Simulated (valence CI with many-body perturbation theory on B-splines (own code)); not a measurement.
La LII: calculated level list

Level of theory: configuration interaction combined with many-body perturbation theory (CI+MBPT): four valence electrons over a frozen Dirac-Fock core [He], a basis of 11 s, 11 p, 10 d, 8 f, 5 g, 2 h functions for each j, with the one-electron correlation potential Σ1, the two-electron term Σ2, the three-electron term Σ3, Breit, model QED; selected CI, second order for the rest, scaled by the run's own slope (own B-spline code, finite nucleus).

The last digits are not significant, and no measured levels were compared; by estimate large intervals hold to a few tenths of a per cent, small ones and those within an open d or f shell to about a per cent. Among the levels kept, up to 880 cm⁻¹ of a level comes from second order outside the variational space, and about a tenth of that is noise between levels of different J, which matters for small intervals.

Levels 91 to 135 of 208, with energies above the lowest level, (2s^2 2p1/2^2) J=0. "Leading %" is the weight of the configuration and term that name the level; weights of strongly mixed levels are sums over their largest components and can fall short. In the jj column 3d3/2^4 stands for four electrons in 3d with j = 3/2. Lifetimes count E1, E2, E3, M1 and M2 decay at the calculated energies, and are blank where another channel may lead or the interval is too uncertain; long ones can be off by a factor of two.

| No. | Configuration | Term | J | E (× 10³ cm⁻¹) | Leading % | Lifetime | Second component | g | Leading jj |
| --- | --- | --- | --- | --- | --- | --- | --- | --- | --- |
| 91 | 2s 2p2 3p | 3D° | 2 | 53012 | 31 | 13.8 fs | 28 % 2s 2p2 3p 1D° | 1.214 | 2s 2p1/2 2p3/2 3p3/2 (86 %) |
| 92 | 2s 2p2 3p | 3P° | 0 | 53020 | 81 | 229 fs | 18 % 2s 2p2 3p 1S° |  | 2s 2p1/2 2p3/2 3p3/2 (99 %) |
| 93 | 2s 2p2 3d | 3D | 2 | 53048 | 33 | 1.50 fs | 18 % 2s 2p2 3d 5D | 1.336 | 2s 2p1/2 2p3/2 3d3/2 (92 %) |
| 94 | 2s 2p2 3d | 3F | 2 | 53076 | 31 | 2.58 fs | 23 % 2s 2p2 3d 5P | 1.269 | 2s 2p1/2 2p3/2 3d5/2 (94 %) |
| 95 | 2s 2p2 3d | 5P | 1 | 53077 | 31 | 1.25 fs | 26 % 2s 2p2 3d 3P | 1.789 | 2s 2p1/2 2p3/2 3d3/2 (90 %) |
| 96 | 2s 2p2 3p | 3P° | 1 | 53080 | 51 | 87.4 fs | 25 % 2s 2p2 3p 1P° | 1.198 | 2s 2p1/2 2p3/2 3p3/2 (98 %) |
| 97 | 2p3 3s | 3P° | 2 | 53093 | 22 | 12.2 fs | 14 % 2p3 3s 5S° | 1.338 | 2s 2p1/2 2p3/2 3p3/2 (51 %) |
| 98 | 2s 2p2 3d | 3F | 3 | 53148 | 48 | 1.36 fs | 14 % 2s 2p2 3d 5P | 1.251 | 2s 2p1/2 2p3/2 3d5/2 (78 %) |
| 99 | 2p3 3s | 3D° | 1 | 53149 | 16 | 10.7 fs | 16 % 2p3 3s 1P° | 1.247 | 2p1/2^2 2p3/2 3s (53 %) |
| 100 | 2s 2p2 3d | 3D | 1 | 53183 | 31 | 2.57 fs | 18 % 2s 2p2 3d 3P | 1.044 | 2s 2p1/2 2p3/2 3d5/2 (88 %) |
| 101 | 2s 2p2 3d | 3G | 5 | 53196 | 57 | 41.3 ps | 43 % 2s 2p2 3d 5F | 1.270 | 2s 2p1/2 2p3/2 3d5/2 (99 %) |
| 102 | 2s 2p2 3d | 3F | 2 | 53295 | 50 | 7.66 fs | 38 % 2s 2p2 3d 3P | 1.055 | 2s 2p1/2 2p3/2 3d3/2 (50 %) |
| 103 | 2s 2p2 3d | 3D | 3 | 53347 | 41 | 3.05 fs | 29 % 2s 2p2 3d 1F | 1.182 | 2s 2p1/2 2p3/2 3d5/2 (80 %) |
| 104 | 2s 2p2 3d | 3G | 3 | 53391 | 46 | 5.24 fs | 19 % 2s 2p2 3d 3F | 0.967 | 2s 2p1/2 2p3/2 3d3/2 (83 %) |
| 105 | 2s 2p2 3d | 3F | 4 | 53399 | 55 | 1.54 fs | 27 % 2s 2p2 3d 1G | 1.194 | 2s 2p1/2 2p3/2 3d5/2 (91 %) |
| 106 | 2p3 3p | 3D | 2 | 53412 | 15 | 1.97 fs | 14 % 2p3 3p 3F | 1.132 | 2p1/2^2 2p3/2 3p1/2 (62 %) |
| 107 | 2s 2p2 3d | 3D | 1 | 53415 | 45 | 1.91 fs | 10 % 2s 2p2 3d 3S | 1.054 | 2s 2p1/2 2p3/2 3d5/2 (53 %) |
| 108 | 2s 2p2 3d | 3D | 1 | 53441 | 58 | 5.95 fs | 14 % 2s 2p2 3d 1P | 0.696 | 2s 2p1/2 2p3/2 3d3/2 (89 %) |
| 109 | 2p3 3p | 5P | 1 | 53479 | 14 | 6.35 fs | 14 % 2p3 3p 3P | 1.274 | 2p1/2^2 2p3/2 3p1/2 (61 %) |
| 110 | 2s 2p2 3d | 1D | 2 | 53483 | 38 | 2.56 fs | 22 % 2s 2p2 3d 3F | 1.001 | 2s 2p1/2 2p3/2 3d5/2 (48 %) |
| 111 | 2s 2p2 3d | 3P | 0 | 53498 | 83 | 1.53 fs | 14 % 2s 2p2 3d 1S |  | 2s 2p1/2 2p3/2 3d5/2 (86 %) |
| 112 | 2s 2p2 3d | 1D | 2 | 53597 | 25 | 3.17 fs | 14 % 2s 2p2 3d 3F | 1.044 | 2s 2p1/2 2p3/2 3d3/2 (70 %) |
| 113 | 2s 2p2 3d | 1P | 1 | 53602 | 47 | 1.73 fs | 24 % 2s 2p2 3d 3P | 1.028 | 2s 2p1/2 2p3/2 3d3/2 (72 %) |
| 114 | 2s 2p2 3d | 3P | 0 | 53619 | 53 | 1.65 fs | 46 % 2s 2p2 3d 1S |  | 2s 2p1/2 2p3/2 3d3/2 (88 %) |
| 115 | 2s 2p2 3d | 3D | 3 | 53685 | 41 | 6.93 fs | 28 % 2s 2p2 3d 3F | 1.226 | 2s 2p1/2 2p3/2 3d5/2 (97 %) |
| 116 | 2s 2p2 3d | 3F | 4 | 53718 | 43 | 6.17 fs | 32 % 2s 2p2 3d 3G | 1.113 | 2s 2p1/2 2p3/2 3d5/2 (100 %) |
| 117 | 2s 2p2 3d | 3P | 2 | 53799 | 47 | 1.30 fs | 20 % 2s 2p2 3d 3D | 1.205 | 2s 2p1/2 2p3/2 3d5/2 (96 %) |
| 118 | 2s 2p2 3d | 1F | 3 | 53806 | 42 | 1.43 fs | 32 % 2s 2p2 3d 3F | 1.066 | 2s 2p1/2 2p3/2 3d5/2 (98 %) |
| 119 | 2s 2p2 3d | 3P | 1 | 53806 | 47 | 1.95 fs | 26 % 2s 2p2 3d 3S | 1.449 | 2s 2p1/2 2p3/2 3d5/2 (98 %) |
| 120 | 2s 2p2 3d | 3D | 2 | 53825 | 46 | 2.05 fs | 24 % 2s 2p2 3d 1D | 1.134 | 2s 2p1/2 2p3/2 3d5/2 (98 %) |
| 121 | 2s 2p2 3s | 5P | 3 | 54426 | 56 | 32.1 fs | 40 % 2s 2p2 3s 3D | 1.500 | 2s 2p3/2^2 3s (95 %) |
| 122 | 2p3 3p | 3D | 3 | 54486 | 45 | 7.92 fs | 26 % 2p3 3p 5P | 1.345 | 2p1/2^2 2p3/2 3p3/2 (93 %) |
| 123 | 2p3 3p | 3P | 1 | 54487 | 35 | 6.79 fs | 24 % 2p3 3p 1P | 1.366 | 2p1/2^2 2p3/2 3p3/2 (97 %) |
| 124 | 2s 2p2 3s | 3P | 2 | 54583 | 52 | 11.6 fs | 20 % 2s 2p2 3s 3D | 1.332 | 2s 2p3/2^2 3s (98 %) |
| 125 | 2p3 3p | 3P | 2 | 54651 | 41 | 6.83 fs | 16 % 2p3 3p 1D | 1.320 | 2p1/2^2 2p3/2 3p3/2 (96 %) |
| 126 | 2p3 3p | 3P | 0 | 54805 | 72 | 7.24 fs | 26 % 2p3 3p 1S |  | 2p1/2^2 2p3/2 3p3/2 (97 %) |
| 127 | 2p3 3d | 3D° | 2 | 54929 | 32 | 26.6 fs | 20 % 2p3 3d 3F° | 1.033 | 2p1/2^2 2p3/2 3d3/2 (97 %) |
| 128 | 2p3 3d | 3F° | 3 | 54975 | 27 | 117 fs | 20 % 2p3 3d 3D° | 1.108 | 2p1/2^2 2p3/2 3d3/2 (94 %) |
| 129 | 2p3 3d | 3D° | 1 | 55002 | 32 | 7.34 fs | 27 % 2p3 3d 3P° | 1.116 | 2p1/2^2 2p3/2 3d3/2 (98 %) |
| 130 | 2p3 3d | 3P° | 0 | 55014 | 60 | 143 fs | 28 % 2p3 3d 5D° |  | 2p1/2^2 2p3/2 3d3/2 (98 %) |
| 131 | 2s 2p2 3p | 3P° | 2 | 55051 | 28 | 19.4 fs | 22 % 2s 2p2 3p 5P° | 1.544 | 2s 2p3/2^2 3p1/2 (99 %) |
| 132 | 2s 2p2 3p | 3D° | 3 | 55079 | 43 | 7.87 fs | 18 % 2s 2p2 3p 5D° | 1.292 | 2s 2p3/2^2 3p1/2 (98 %) |
| 133 | 2s 2p2 3s | 3S | 1 | 55085 | 68 | 17.1 fs | 17 % 2s 2p2 3s 3P | 1.932 | 2s 2p3/2^2 3s (99 %) |
| 134 | 2s 2p2 3s | 1P | 1 | 55130 | 46 | 9.36 fs | 28 % 2s 2p2 3s 3D | 0.992 | 2s 2p3/2^2 3s (98 %) |
| 135 | 2s 2p2 3s | 3P | 2 | 55145 | 64 | 36.5 fs | 16 % 2s 2p2 3s 1D | 1.371 | 2s 2p3/2^2 3s (98 %) |
